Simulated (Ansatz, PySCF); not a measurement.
The PySCF input:
```python
from pyscf import gto, scf, dft

mol = gto.Mole()
mol.atom = '''
    Pb   -0.00000000   -0.00000000   -1.03909116
    I     0.00000000    0.00000000    1.60765047
'''
mol.basis = 'def2-tzvp'
mol.ecp = {'I': 'def2-tzvp', 'Pb': 'def2-tzvp'}
mol.charge = 1
mol.verbose = 4
mol.build()

mf = dft.RKS(mol)
mf.xc = 'revpbe'
mf.grids.atom_grid = (99, 590)
mf.grids.prune = None
mf.kernel()
```

Question: Convert this to an input for Ansatz (a first-principles code).

Answer: One answer among several that fit: 
Ansatz 0.2 input:
```yaml
crystal:
  periodic: [false, false, false]
  atoms:
    - {symbol: Pb, position_ang: [-0.00000000, -0.00000000, -1.03909116]}
    - {symbol: I, position_ang: [0.00000000, 0.00000000, 1.60765047]}
basis:
  gaussian:
    orbitals: def2-TZVP
hamiltonian:
  xc: revpbe
total_charge: 1
accuracy: high
```

Both were run: PySCF gave -490.510842 Eh and Ansatz -490.510844 Eh, 0.002 mEh apart.
